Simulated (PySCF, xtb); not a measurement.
Ni(CO)2 (C2NiO2), SMILES [C-](->[Ni]<-[C-]#[O+])#[O+], multiplicity 1.

Harmonic wavenumbers (cm⁻¹) from xtb 6.7.1 with GFN2-xTB at its own minimum, in rising order: 41, 105, 125, 183, 380, 470, 473, 2028, 2080.

Problem. What does PBE-D3(BJ)/def2-SVP run with PySCF give at its own minimum? (The exact figures need the calculation; the answer reports its results.)

Solution. 71, 277, 297, 364, 477, 530, 554, 2016, 2098. Paired by order, the mean absolute difference is 91 cm⁻¹ and the zero-point energies are 8.4 and 9.6 kcal/mol.
